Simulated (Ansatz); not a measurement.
Consider the formal exchange of groups at the Si–S bond: `N[SiH](O)S[SiH3]` + `O[SiH2][AlH][Cl]` → `O[SiH]([SiH3])[AlH][Cl]` + `N[SiH](O)S`.

Isolated molecules relaxed with PBE0-D4/def2-TZVP in Ansatz; ΔE leaves out vibrations. CCSD(T)/CBS is the MP2 limit (def2-TZVPP, def2-QZVPP) plus CCSD(T) − MP2 in def2-TZVPP, frozen cores. DFT in def2-TZVPP. B3LYP here is the variant with VWN-RPA as its local correlation; programs differ in this. HSE06 is defined as in plane-wave codes. Each species was taken in one conformer, which may not be the lowest.

```json
{"level": "r2SCAN-D4", "ΔE (kJ/mol)": "56.4", "difference from CCSD(T)/CBS": "-4.3"}
{"level": "B3LYP-D4", "ΔE (kJ/mol)": "57.1", "difference from CCSD(T)/CBS": "-3.6"}
{"level": "CAM-B3LYP-D4", "ΔE (kJ/mol)": "58.8", "difference from CCSD(T)/CBS": "-1.9"}
{"level": "PBE-QIDH", "ΔE (kJ/mol)": "60.1", "difference from CCSD(T)/CBS": "-0.6"}
{"level": "PBE", "ΔE (kJ/mol)": "45.1", "difference from CCSD(T)/CBS": "-15.6"}
{"level": "r2SCAN", "ΔE (kJ/mol)": "56.0", "difference from CCSD(T)/CBS": "-4.7"}
{"level": "PBE0", "ΔE (kJ/mol)": "50.6", "difference from CCSD(T)/CBS": "-10.1"}
{"level": "B3LYP", "ΔE (kJ/mol)": "53.7", "difference from CCSD(T)/CBS": "-7.0"}
{"level": "HSE06", "ΔE (kJ/mol)": "50.5", "difference from CCSD(T)/CBS": "-10.2"}
{"level": "CAM-B3LYP", "ΔE (kJ/mol)": "57.2", "difference from CCSD(T)/CBS": "-3.5"}
{"level": "LC-ωPBE", "ΔE (kJ/mol)": "55.0", "difference from CCSD(T)/CBS": "-5.7"}
{"level": "MP2/def2-SVP", "ΔE (kJ/mol)": "65.2", "difference from CCSD(T)/CBS": "4.5"}
{"level": "MP2/def2-TZVPP", "ΔE (kJ/mol)": "68.4", "difference from CCSD(T)/CBS": "7.7"}
{"level": "SCS-MP2/def2-TZVPP", "ΔE (kJ/mol)": "67.4", "difference from CCSD(T)/CBS": "6.7"}
{"level": "HF/def2-QZVPP", "ΔE (kJ/mol)": "67.6", "difference from CCSD(T)/CBS": "6.9"}
{"level": "MP2/CBS(def2)", "ΔE (kJ/mol)": "70.7", "difference from CCSD(T)/CBS": "10.0"}
{"level": "CCSD(T)/CBS", "ΔE (kJ/mol)": "60.7", "difference from CCSD(T)/CBS": "0"}
```

Largest T1 diagnostic among the species: 0.012.

From PBE to PBE0 (25 % exact exchange), in def2-TZVPP and without D4, ΔE moves by +5.5 kJ/mol. The D4 term adds +3.4 kJ/mol with B3LYP and +1.6 kJ/mol with PBE0; it sums over pairs of atoms, weighted by their polarisabilities, and B3LYP, whose exchange is more repulsive, gets the larger term. Leaving LDA and LC-ωPBE aside and taking each functional with its dispersion term where it has one, the values, not all of them listed here, spread over 16.1 kJ/mol, from PBE-D4 to BHLYP-D4.
